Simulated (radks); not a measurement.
Isoelectronic series with 14 electrons, each ion in its NIST ground configuration. Calculated with a radial shooting solver on a logarithmic mesh with Libxc functionals: Dirac Kohn-Sham, BLYP, spin-unpolarised, spherical densities, point nucleus; open shells fill j = l - 1/2 first. Total energies (hartree) and orbital eigenvalues (eV) (* marks an orbital that is empty in some or all of the ions):

ion    configuration  E (hartree)     3p3/2*      3p1/2      3s1/2
Si      [Ne] 3s2 3p2   -290.00153    -3.9045    -3.9367   -10.6673
Cl3+    [Ne] 3s2 3p2   -458.80304   -44.8986   -45.0854   -58.6862
Ca6+    [Ne] 3s2 3p2   -668.47058  -115.4848  -116.0342  -136.4654
V9+     [Ne] 3s2 3p2   -919.18538  -214.1368  -215.3791  -242.6534
Fe12+   [Ne] 3s2 3p2  -1211.26178  -340.4801  -342.8980  -377.0629
Cu15+   [Ne] 3s2 3p2  -1545.09614  -494.4009  -498.6608  -539.7872
Ge18+   [Ne] 3s2 3p2  -1921.15745  -675.8850  -682.8703  -731.0485
Br21+   [Ne] 3s2 3p2  -2339.98684  -884.9689  -895.8155  -951.1538
Sr24+   [Ne] 3s2 3p2  -2802.20029  -1121.721  -1137.856  -1200.480
Nb27+   [Ne] 3s2 3p2  -3308.49310  -1386.233  -1409.415  -1479.470
Ru30+   [Ne] 3s2 3p2  -3859.64565  -1678.616  -1710.983  -1788.631
Ag33+   [Ne] 3s2 3p2  -4456.53041  -1998.999  -2043.116  -2128.540
Sn36+   [Ne] 3s2 3p2  -5100.12027  -2347.526  -2406.440  -2499.846
I39+    [Ne] 3s2 3p2  -5791.49831  -2724.357  -2801.659  -2903.274
Ba42+   [Ne] 3s2 3p2   -6531.8694  -3129.667  -3229.561  -3339.639
Pr45+   [Ne] 3s2 3p2   -7322.5737  -3563.645  -3691.024  -3809.847
Sm48+   [Ne] 3s2 3p2   -8165.1028  -4026.497  -4187.029  -4314.909
Tb51+   [Ne] 3s2 3p2   -9061.1186  -4518.442  -4718.670  -4855.954
Er54+   [Ne] 3s2 3p2  -10012.4764  -5039.715  -5287.169  -5434.242
Lu57+   [Ne] 3s2 3p2  -11021.2513  -5590.565  -5893.891  -6051.184
W60+    [Ne] 3s2 3p2  -12089.7721  -6171.257  -6540.369  -6708.359
Ir63+   [Ne] 3s2 3p2  -13220.6604  -6782.071  -7228.323  -7407.545
